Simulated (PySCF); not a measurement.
## Working out the ionisation energy of Se⁺

Se⁺ [Ar] 3d10 4s2 4p3 (4S) → Se²⁺ [Ar] 3d10 4s2 4p2 (3P). All numbers are calculated (PySCF 2.14, scalar relativity through the core potential, in aug-cc-pwCVTZ-PP with ECP10MDF (8s7p6d4f1g, 96 functions)). Frozen: nothing. Energies in hartree (1 hartree = 27.21139 eV):

| part | Se⁺ (lower) | Se²⁺ (upper) |
| --- | --- | --- |
| UHF | -371.548846 | -370.783264 |
| MP2 opposite-spin | -0.581894 | -0.571319 |
| MP2 same-spin | -0.283691 | -0.269674 |

Task: What does Hartree-Fock give?

Result: (-370.783264) − (-371.548846) = 0.765582 hartree = 20.833 eV.

Task: What do MP2 and SCS-MP2 (6/5 opposite-spin, 1/3 same-spin) give?

Result: The opposite-spin parts differ by 0.288 eV and the same-spin parts by 0.381 eV. MP2: 20.833 + (0.288) + (0.381) = 21.502 eV. SCS-MP2: 20.833 + 1.2 × (0.288) + (0.381)/3 = 21.306 eV.

Reference: 21.196 ± 0.01 eV (measured; NIST Atomic Spectra Database, ionization energies), between the lowest levels; spin-orbit coupling is absent from the calculation.

What remains against the reference includes basis incompleteness and correlation beyond second order.
